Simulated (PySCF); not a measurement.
Au2H8S2Si4, multiplicity 1. Atoms are numbered in the order given.

```xyz
16

Au     0.1347    -6.3269    -0.0037
S     -1.1221    -4.4353    -0.0004
Si     0.4094    -2.9279     0.0078
Si    -0.7610    -0.8940     0.0107
Si     0.7610     0.8940     0.0107
Si    -0.4094     2.9279     0.0078
S      1.1221     4.4353    -0.0004
Au    -0.1347     6.3269    -0.0037
H      1.2848    -2.9925     1.2188
H      1.2905    -2.9853    -1.1994
H     -1.6301    -0.8100     1.2264
H     -1.6303    -0.8080    -1.2047
H      1.6301     0.8100     1.2264
H      1.6303     0.8080    -1.2047
H     -1.2905     2.9853    -1.1994
H     -1.2848     2.9925     1.2188
```
Charge 0, spin multiplicity 1.

The structure is a stationary point at PBE0-D3(BJ)/def2-SVP. The spin state was assumed, not searched. The def2 effective core potentials stand for the cores of Au; spin–orbit coupling is left out. The values are those of a single conformer.

All values below come from PBE/def2-SVP (PySCF).

Symmetry labels are those of the subgroup C2 that the program uses (full group C2).

Question: List the valence orbital energies around the gap with their symmetry. (The exact figures need the calculation; the answer reports its results.)

Answer: 
```tsv
orbital	symmetry	energy (eV)
HOMO−7	A	-7.41
HOMO−6	A	-7.40
HOMO−5	B	-7.27
HOMO−4	A	-6.95
HOMO−3	B	-6.70
HOMO−2	A	-6.35
HOMO−1	A	-5.76
HOMO	B	-5.75
LUMO	B	-4.16
LUMO+1	A	-4.00
LUMO+2	B	-1.41
LUMO+3	A	-0.95
```
